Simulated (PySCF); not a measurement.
Substituent chemical shifts

Parent skeleton `[CH3:1][CH2:2][SH:3]`; one hydrogen on atom 1 is replaced by X. Hydrogens on one atom are averaged.

[PySCF 2.14.0 with density-fitted response routines: structure optimised with GFN2-xTB; shielding tensors at PBE0/pcSseg-1 (GIAO); gas phase; fast rotation and ring inversion assumed for equivalent nuclei; no relativistic terms; a single conformation]

Scale: 13C (186.93 ppm), 1H (31.72 ppm) against TMS; 33S (503.73 ppm) against CS2 (reference shieldings calculated alike).

Parent (X = H): C1 23.8, C2 27.0, S3 -63.4, H(C1) 1.33, H(C2) 2.47, H(S3) 1.38 ppm. Effects are Δδ = δ(X) − δ(H), positive for deshielding.

(1) Give Δδ (ppm) for X = CH2NH2, 4-pyridyl, nPr.

(2) Which position responds most, and to which substituents?

## Answers

(1) 
```tsv
X	SMILES	C1	C2	S3	H(C1)	H(C2)	H(S3)
CH2NH2	NCCCS	+20.5	+3.1	-26.3	+0.21	+0.30	-0.24
4-pyridyl	SCCc1ccncc1	+19.8	+7.6	-37.0	+1.59	+0.18	-0.13
nPr	CCCCCS	+20.1	+5.4	-11.5	+0.17	-0.10	+0.01
```

(2) S3: from -37.0 ppm with 4-pyridyl to -11.5 ppm with nPr.
